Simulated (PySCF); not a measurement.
B(Br)3 cation (BBr3), SMILES BrB(Br)Br (connectivity only; charge and spin as stated), charge +1, multiplicity 2. Coordinates come from a PBE-D3(BJ)/def2-SVP optimisation. The multiplicity is an assumed one; no other spin state was optimised. The isomer is the one that the SMILES or the coordinates give; other isomers of the formula were not compared.

Computed with PySCF with PBE-D3(BJ)/def2-SVP.

Harmonic wavenumbers (cm⁻¹): 103, 103, 278, 341, 766, 766. Rotational constants (GHz): 1.175, 1.175, 0.5873; symmetry number 6.

**Question.** Work out the zero-point energy and the ideal-gas rigid-rotor harmonic-oscillator thermochemistry at 298.15 K and 1 atm.

**Answer.** ZPE = ½ Σ hcν = ½ × 2357 cm⁻¹ = 3.37 kcal/mol. H − E(el) = 7.28 kcal/mol. Entropy in cal/(mol K): translation 42.46, rotation 26.80, vibration 10.02, spin 1.38, total 80.66. G − E(el) = -16.77 kcal/mol. Cp = 16.57 cal/(mol K). Modes under 150 cm⁻¹ make the vibrational entropy uncertain.
